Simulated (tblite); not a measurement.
C₇H₁₀NP.
Bonds: C1–N2, N2–C3 (aromatic), C3–C4 (aromatic), C4–P5 (aromatic), P5–C6 (aromatic), C6–C7, C7–C8, C8–C9, N2–C6 (aromatic), C7–C9. Hydrogens: H10, H11, H12 on C1; H13 on C3; H14 on C4; H15 on C7; H16, H17 on C8; H18, H19 on C9.

Structure optimised with GFN2-xTB, isolated species.

(1) Give the optimised bond lengths and angles.

Results:

(1) 
| bond | length (pm) | order |
| --- | --- | --- |
| C1–N2 | 144.0 | single |
| N2–C3 | 135.8 | aromatic |
| C3–C4 | 136.0 | aromatic |
| C4–P5 | 175.6 | aromatic |
| P5–C6 | 173.4 | aromatic |
| C6–C7 | 147.0 | single |
| C7–C8, C7–C9 | 150.7 | single |
| C8–C9 | 149.1 | single |
| N2–C6 | 136.0 | aromatic |
| C1–H10, C1–H11, C1–H12 | 109.1 | single |
| C3–H13 | 107.6 | single |
| C4–H14 | 107.5 | single |
| C7–H15 | 108.3 | single |
| C8–H16, C9–H19 | 108.0 | single |
| C8–H17, C9–H18 | 108.0 | single |

Bonds in one row agree within 1 pm and their mean is given. Orders are formal, as drawn. A selection of angles:
| angle | degrees |
| --- | --- |
| N2–C1–H10 | 110.8 |
| N2–C1–H11 | 109.0 |
| H10–C1–H11 | 108.7 |
| C1–N2–C3 | 122.5 |
| C1–N2–C6 | 124.5 |
| C3–N2–C6 | 113.0 |
| N2–C3–C4 | 113.7 |
| N2–C3–H13 | 119.2 |
| C4–C3–H13 | 127.1 |
| C3–C4–P5 | 111.8 |
| C3–C4–H14 | 124.1 |
| P5–C4–H14 | 124.0 |
| C4–P5–C6 | 88.6 |
| P5–C6–C7 | 125.4 |
| N2–C6–P5 | 112.9 |
| N2–C6–C7 | 121.7 |
| C6–C7–C8 | 118.6 |
| C6–C7–H15 | 115.6 |
| C8–C7–C9 | 59.3 |
| C8–C7–H15 | 116.5 |
| C7–C8–C9 | 60.3 |
| C7–C8–H16 | 118.5 |
| C7–C8–H17 | 116.6 |
| C9–C8–H16 | 118.9 |
| C9–C8–H17 | 117.7 |
| H16–C8–H17 | 114.4 |

Dihedral angles: P5–C6–C7–C8 -39° (synclinal); C6–C7–C8–C9 109° (anticlinal); C6–C7–C9–C8 -108° (anticlinal). The mirror-image conformer, all signs reversed, is as good.

N2 (pyrrole-type nitrogen) is planar (angles 124.5°, 122.5° and 113.0°, sum 360.0°, 0.00 Å off the plane of its three neighbours). The 5-membered ring N2–C3–C4–P5–C6 has internal angles of 88.6° to 113.7° (sum 540°, against 540° for a flat polygon); it is planar, 0.00 Å rms from its mean plane, widest ring torsion 0°. The C–P distances run from 1.734 Å (P5–C6, aromatic) to 1.756 Å (C4–P5, aromatic), a spread of 0.022 Å. The C–N distances run from 1.358 Å (N2–C3, aromatic) to 1.440 Å (C1–N2, drawn single), a spread of 0.082 Å. Of the pairs four or more bonds apart, C1···H15 is among the closest relative to their van der Waals radii: 2.56 Å, 88 % of the sum of Bondi's values. The C–C distances run from 1.360 Å (C3–C4, aromatic) to 1.508 Å (C7–C8, drawn single), a spread of 0.148 Å. The 3-membered ring C7–C8–C9 has internal angles of 59.3° to 60.4°.

Point group: near Cs, missed by 0.22 Å at most; the miss may be what the optimiser left on a soft mode. Its lowest GFN2-xTB frequency is 9i cm⁻¹, too small to tell a flat minimum from a shallow saddle. The numbers are those of one conformer.

These are computed values.
